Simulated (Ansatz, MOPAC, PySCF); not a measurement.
Species: AlF2, net charge 1, singlet state. SMILES of the parent species: [F][Al][F]
Coordinates optimised at B3LYP-D3(BJ)/def2-TZVP (Ansatz, a first-principles code):
```
Al
F 1 1.5918
F 1 1.5918 2 180.00
```
Charge +1, spin multiplicity 1.

Unscaled harmonic wavenumbers (cm⁻¹) in rising order, each level at the stationary point that it reaches from this structure (no distance between atoms moves by over 0.3 Å); the order of modes can differ between levels, and a negative number is imaginary. B3LYP-D3(BJ)/def2-TZVP (PySCF, at the structure above): 187, 187, 755, 1159.

PM3 (MOPAC): 48, 48, 808, 1236. Zero-point energy 3.1 against 3.3 kcal/mol; where all levels lie over 400 cm⁻¹, the wavenumbers are on average 1.068 times those of B3LYP-D3(BJ)/def2-TZVP.

PM6 (MOPAC): 213, 213, 862, 1282. Zero-point energy 3.7 against 3.3 kcal/mol; where all levels lie over 400 cm⁻¹, the wavenumbers are on average 1.124 times those of B3LYP-D3(BJ)/def2-TZVP.

PM7 (MOPAC): -130, -130, 951, 1292. Zero-point energy 3.2 against 3.3 kcal/mol; where all levels lie over 400 cm⁻¹, the wavenumbers are on average 1.187 times those of B3LYP-D3(BJ)/def2-TZVP. This level finds the structure a saddle point. The zero-point energy leaves imaginary modes out.

B3LYP/6-31G* (Ansatz): 173, 173, 755, 1168. Zero-point energy 3.2 against 3.3 kcal/mol; where all levels lie over 400 cm⁻¹, the wavenumbers are on average 1.004 times those of B3LYP-D3(BJ)/def2-TZVP.
